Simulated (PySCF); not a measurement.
A calculated (BHandHLYP, PySCF 2.14, x2c-TZVPPall with one added diffuse shell each of s, p, d, f type, scalar relativity by spin-free X2C-1e) atom or ion has these occupied shells.

```json
{"shell": "1s α", "electrons": "1", "orbital energy (eV)": "-24314.9", "rms radius, mean of both spins (bohr)": "0.0365"}
{"shell": "1s β", "electrons": "1", "orbital energy (eV)": "-24314.9", "rms radius, mean of both spins (bohr)": "0.0365"}
{"shell": "2s α", "electrons": "1", "orbital energy (eV)": "-3602.8", "rms radius, mean of both spins (bohr)": "0.150"}
{"shell": "2s β", "electrons": "1", "orbital energy (eV)": "-3602.5", "rms radius, mean of both spins (bohr)": "0.150"}
{"shell": "2p α", "electrons": "3", "orbital energy (eV)": "-3229.6", "rms radius, mean of both spins (bohr)": "0.133"}
{"shell": "2p β", "electrons": "3", "orbital energy (eV)": "-3229.4", "rms radius, mean of both spins (bohr)": "0.133"}
{"shell": "3s α", "electrons": "1", "orbital energy (eV)": "-677.17", "rms radius, mean of both spins (bohr)": "0.405"}
{"shell": "3s β", "electrons": "1", "orbital energy (eV)": "-677.05", "rms radius, mean of both spins (bohr)": "0.405"}
{"shell": "3p α", "electrons": "3", "orbital energy (eV)": "-552.78", "rms radius, mean of both spins (bohr)": "0.407"}
{"shell": "3p β", "electrons": "3", "orbital energy (eV)": "-552.64", "rms radius, mean of both spins (bohr)": "0.407"}
{"shell": "3d α", "electrons": "5", "orbital energy (eV)": "-354.64", "rms radius, mean of both spins (bohr)": "0.390"}
{"shell": "3d β", "electrons": "5", "orbital energy (eV)": "-354.35", "rms radius, mean of both spins (bohr)": "0.390"}
{"shell": "4s α", "electrons": "1", "orbital energy (eV)": "-107.59", "rms radius, mean of both spins (bohr)": "1.01"}
{"shell": "4s β", "electrons": "1", "orbital energy (eV)": "-106.36", "rms radius, mean of both spins (bohr)": "1.01"}
{"shell": "4p α", "electrons": "3", "orbital energy (eV)": "-70.957", "rms radius, mean of both spins (bohr)": "1.12"}
{"shell": "4p β", "electrons": "3", "orbital energy (eV)": "-69.487", "rms radius, mean of both spins (bohr)": "1.12"}
{"shell": "4d α", "electrons": "5", "orbital energy (eV)": "-18.410", "rms radius, mean of both spins (bohr)": "1.60"}
{"shell": "4d β", "electrons": "4", "orbital energy (eV)": "-17.618", "rms radius, mean of both spins (bohr)": "1.60"}
```

Problem. Name the element and its charge.

Solution. Pd⁺ (palladium, charge +1), in [Kr] 4d9, 2D determinant.
